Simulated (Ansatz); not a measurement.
Consider the formal exchange of groups at a Te–Ge bond: `C[Te][GeH3]` + `O[SiH3]` → `C[Te][SiH2]O` + GeH₄.

Program: Ansatz. Geometries: PBE0-D4/def2-TZVP. ΔE: electronic, gas phase. CCSD(T)/CBS is the MP2 limit (def2-TZVPP, def2-QZVPP) plus CCSD(T) − MP2 in def2-TZVPP, frozen cores. Functionals use def2-TZVPP. B3LYP here is the variant with VWN-RPA as its local correlation; programs differ in this. def2 core potentials past Kr. For Ge, Te outer-core shells are correlated without core-valence functions, which leaves a few kJ/mol of doubt a bond. Scalar relativity is left out up to krypton. Each species was taken in one conformer, which may not be the lowest.

`C[Te][GeH3]`:

```xyz
9

C     1.027    0.161    1.403
Te    0.363    1.575   -0.073
Ge   -0.999   -0.141   -1.371
H     0.170   -0.251    1.930
H     1.658    0.710    2.098
H     1.605   -0.627    0.924
H    -1.641    0.592   -2.558
H    -2.092   -0.747   -0.473
H    -0.090   -1.272   -1.881
```

`O[SiH3]`:

Cartesian coordinates in Å:
```
O 0.214 0.284 -1.231
Si -0.169 -0.199 0.297
H 0.849 0.993 -1.330
H 1.025 -0.699 1.032
H -1.157 -1.291 0.142
H -0.763 0.912 1.091
```

`C[Te][SiH2]O`:

Cartesian coordinates in Å:
```
C -1.219 1.409 0.500
Te -1.642 -0.322 -0.705
Si 0.705 -1.081 -0.739
O 1.191 -1.472 0.789
H -0.548 2.075 -0.038
H -0.783 1.090 1.442
H -2.171 1.907 0.679
H 1.602 -0.011 -1.260
H 0.745 -2.250 -1.657
H 2.120 -1.344 0.989
```

GeH₄:

Z-matrix (Å, degrees):
```
Ge
H 1 1.534
H 1 1.534 2 109.5
H 1 1.534 2 109.5 3 -120.0
H 1 1.534 2 109.5 3 120.0
```

(1) Is it downhill or uphill in electronic energy at CCSD(T)/CBS, and by how much? (Best estimate.)

(2) What do these levels give: PBE-D4, r2SCAN-D4, PBE0-D4, r2SCAN, B3LYP, HF/def2-TZVPP, SCS-MP2/def2-TZVPP, CCSD/def2-TZVPP, HF/def2-QZVPP, SCS-MP2/def2-QZVPP, MP2/CBS(def2), CCSD/CBS(def2)? (An estimate is asked.)

Largest T1 diagnostic among the species: 0.012.

## Answers

(1) Ansatz gave: Uphill: ΔE = +3.0 kJ/mol.

(2) Ansatz gave: PBE-D4 -1.7, r2SCAN-D4 0.1, PBE0-D4 0.4, r2SCAN 0.6, B3LYP 7.0, HF/def2-TZVPP 13.2, SCS-MP2/def2-TZVPP 7.4, CCSD/def2-TZVPP 5.7, HF/def2-QZVPP 12.7, SCS-MP2/def2-QZVPP 6.2, MP2/CBS(def2) 3.6, CCSD/CBS(def2) 4.4 kJ/mol.

In def2-TZVPP, CCSD(T) changes the Hartree–Fock value by −8.9 kJ/mol (the triples alone add −1.4 kJ/mol) and MP2 by −8.2 kJ/mol.
